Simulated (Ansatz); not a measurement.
Computed with Ansatz on PBE0-D4/def2-TZVP structures; ΔE is electronic, products minus reactants. CCSD(T)/CBS adds triple-zeta CCSD(T) − MP2 to the extrapolated MP2 energy (def2 sets, frozen cores). This one scheme is used for every species. Functionals use def2-TZVPP. HSE06 is defined as in plane-wave codes. def2 core potentials past Kr. For In outer-core shells are correlated without core-valence functions, which leaves a few kJ/mol of doubt a bond. One conformer a species, not always the lowest.

Reaction (formal hydrolysis of a C–In bond): `[InH2][C]1=NC1` + H₂O → `OC1=NC1` + `[InH3]`

`[InH2][C]1=NC1`:

Cartesian coordinates in Å:
```
In 0.173 -1.797 0.493
C 0.305 0.278 -0.014
N 1.108 1.240 -0.110
C -0.319 1.538 -0.454
H -0.196 -2.177 2.123
H 0.359 -2.924 -0.785
H -0.879 2.146 0.251
H -0.550 1.697 -1.504
```

H₂O:

Cartesian coordinates in Å:
```
O -0.046 0.205 0.328
H -0.364 -0.682 0.145
H 0.409 0.477 -0.472
```

`OC1=NC1`:

Cartesian coordinates in Å:
```
O 1.175 -0.679 0.966
C 0.133 -0.208 0.319
N -1.111 -0.153 0.360
C -0.331 0.525 -0.807
H 0.862 -1.150 1.752
H -0.314 1.612 -0.808
H -0.414 0.052 -1.782
```

`[InH3]`:

```xyz
4

In    0.000    0.000    0.000
H    -0.013   -0.448    1.665
H    -0.806    1.435   -0.513
H     0.819   -0.987   -1.152
```

Is it downhill or uphill in electronic energy at CCSD(T)/CBS, and by how much? (Best estimate.)

Ansatz gave: Uphill: ΔE = +61.7 kJ/mol.

What do these levels give: LDA (SPW92), PBE-QIDH, PBE, BLYP, r2SCAN, r2SCAN0, HSE06, CCSD/def2-SVP, HF/def2-TZVPP, HF/def2-QZVPP, MP2/CBS(def2), CCSD/CBS(def2)? (Estimate.)

Ansatz gave: LDA (SPW92) 16.0, PBE-QIDH 44.5, PBE 31.6, BLYP 34.0, r2SCAN 34.3, r2SCAN0 35.5, HSE06 34.2, CCSD/def2-SVP 27.3, HF/def2-TZVPP 33.4, HF/def2-QZVPP 34.8, MP2/CBS(def2) 68.8, CCSD/CBS(def2) 60.5 kJ/mol.

Largest T1 diagnostic among the species: 0.014.

In def2-TZVPP, CCSD(T) changes the Hartree–Fock value by +20.6 kJ/mol (the triples alone add +1.2 kJ/mol) and MP2 by +27.8 kJ/mol. At CCSD(T), def2-SVP lies −35.5 kJ/mol from the extrapolated value and def2-TZVPP −7.6 kJ/mol.
